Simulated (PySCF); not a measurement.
## How methods differ on the excitation energy of Au²⁺

Au²⁺ [Xe] 4f14 5d9 (2D) → Au²⁺ [Xe] 4f14 5d8 6p1 (high-spin determinant), as a difference of total energies. Computed with PySCF 2.14 in ANO-RCC-VTZP (8s7p5d3f1g, 84 functions), with the spin-free X2C one-electron Hamiltonian (Gaussian nucleus). Correlated levels: valence: [Xe] 4f14 frozen. The calculations carry no spin-orbit coupling.

```csv
method,excitation energy (eV)
UHF,11.999
MP2 (valence),12.874
SCS-MP2 (valence),12.970
CCSD (valence),12.667
CCSD(T) (valence),12.666
```

Task: How much does correlation contribute at CCSD(T) (valence)?

Result: 12.666 − (11.999) = 0.667 eV, measured against UHF.

A first-order spin-orbit estimate (lowest level to lowest level, LS coupling) adds 0.018 eV.

The basis was made for the ground configuration and has no added diffuse functions, so the excitation energy can come out too high.

The determinant of the upper state mixes LS terms, which raises its energy above the lowest term, most at the Hartree-Fock and MP2 levels.
